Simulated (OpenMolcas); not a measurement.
## Au⁺: effect of the IPEA shift

```
Program             : OpenMolcas 26.06
Basis               : ANO-RCC-VTZP [8s7p5d3f1g]
Scalar Hamiltonian  : DKH2, point nucleus
Active space        : 10 electrons in 6 orbitals (5d 6s)
State averaging     : 2S+1 = 3 even, 15 roots (5 in the spin-orbit step); 2S+1 = 1 even, 6 roots
Spin-orbit coupling : RASSI with atomic mean-field integrals over the reference wave functions, term energies averaged over their components
```

Methods on the same reference wave functions:
A. CASSCF
B. SS-CASPT2, IPEA 0 Eh, imaginary shift 0.1 Eh (closed shells correlated: 5s 5p)
C. SS-CASPT2, IPEA 0.25 Eh, imaginary shift 0.1 Eh (closed shells correlated: 5s 5p)

Energies in cm-1 above 5d10 1S0, the measured ground level; measured values from NIST Handbook of Basic Atomic Spectroscopic Data.

| Level | A | B | C | Measured |
| --- | --- | --- | --- | --- |
| 5d10 1S0 | 0.0 | 0.0 | 0.0 | 0.0 |
| 5d9 6s 3D3 | 11736 | 12100 | 13230 | 15040 |
| 5d9 6s 3D2 [52 %] | 13971 | 14040 | 15240 |  |
| 5d9 6s 3D1 | 24779 | 25150 | 26270 | 27766 |
| 5d9 6s 1D2 [52 %] | 26279 | 26310 | 27520 |  |

Deviations, from unrounded energies. A percentage is the sum of absolute deviations over the sum of measured energies, with the sign that they share, or ± where signs differ.

| Against measurement | Levels | A | B | C |
| --- | --- | --- | --- | --- |
| mean absolute deviation (cm-1) | 2 | 3100 | 2800 | 1700 |
| other configurations (%) | 2 | -14.7 | -13.0 | -7.7 |

C lies closest to measurement on these levels and A furthest from it. The largest miss of C in the table is 5d9 6s 3D3, by -1800 cm-1. The ranking rests on the paired levels alone, and a cruder setting can come out closer through cancelling errors.

Between B and C the level of the table that moves most is 5d9 6s 1D2 [52 %], by 1200 cm-1 (lowest in B, highest in C). Moves below CASPT2's spread within the term are not significant.

The lowest spin-free term lies below A's lowest term by 0.534 hartree in B, 0.533 hartree in C.

CASPT2 breaks the degeneracy within a term, and the mean is taken; among the terms shown or strongly mixed into the levels shown the widest spread is 44 cm-1 (5d9 6s 1D, C). Some high roots are left out of the spin-orbit mixing, which shifts the levels that they would mix with. A single d shell beside an s shell can misplace configurations of different d count against each other. Without dynamic correlation excited terms often stand tens of per cent too high (terms of higher spin than the ground term too low), and those without a measured partner can miss by more than the paired ones (holds for A). Measured partners are found by configuration, term and J. A level has none where our copy of the source lacks it or the pairing is in doubt (some pairs that miss far off the trend of their configuration count as doubtful), and it then counts in no deviation. Where the source uses jj or jK labels, the order within each J decides. Levels of configurations outside the active space are missing.

A share in square brackets marks a mixed level and gives the weight of the term that names it, the lowest over the columns.
